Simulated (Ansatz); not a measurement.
Mulliken charges of CH₅MgNS, SMILES `C[S][Mg][NH2]` from r2SCAN/def2-TZVPP in Ansatz (PBE0-D4/def2-TZVP geometry).

```csv
atom,x (Å),y (Å),z (Å),charge (e)
C1,0.433,1.305,-1.664,-0.144
S2,1.636,0.348,-0.676,-0.450
Mg3,0.328,-0.744,0.851,0.751
N4,-0.751,-1.639,2.106,-0.705
H5,-0.272,0.658,-2.186,0.078
H6,-0.115,2.024,-1.055,0.077
H7,1.003,1.858,-2.411,0.081
H8,-1.165,-2.553,1.996,0.156
H9,-1.008,-1.303,3.022,0.156
```

Problem. By hand: the dipole of these point charges (1 e Å = 4.8032 D).

Solution. Σ q r = (-0.311, 0.008, 0.034) e Å, of length 0.313 e Å = 1.50 D.

Problem. How does the dipole of the full density compare? (An estimate is asked.)

Solution. The calculation gave: (-0.357, -0.028, 0.088) e Å, 1.77 D; the point charges give 0.85 times that, at 10° from its direction.

Point charges leave out the atoms' own dipoles, such as those of lone pairs, and Mulliken's split depends on the basis, so the two needn't agree.
